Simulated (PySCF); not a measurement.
A structure optimised at PBE0-D3(BJ)/def2-SVP, used in a PySCF frequency run:

```
B
F 1 1.3370
O 1 1.3437 2 118.85
H 3 0.9675 1 112.48 2 0.00
Ge 1 2.0725 2 120.18 3 180.00
H 5 1.5383 1 111.75 2 180.00
H 5 1.5414 6 108.38 1 -122.02
H 5 1.5414 6 108.38 7 -115.96
```
Charge 0, spin multiplicity 1.

Write its SMILES, formula and point group.

O[B](F)[GeH3], BFGeH4O, Cs

What are its rotational constants (standard atomic weights)?

9.3954, 2.4005, 1.9579 GHz
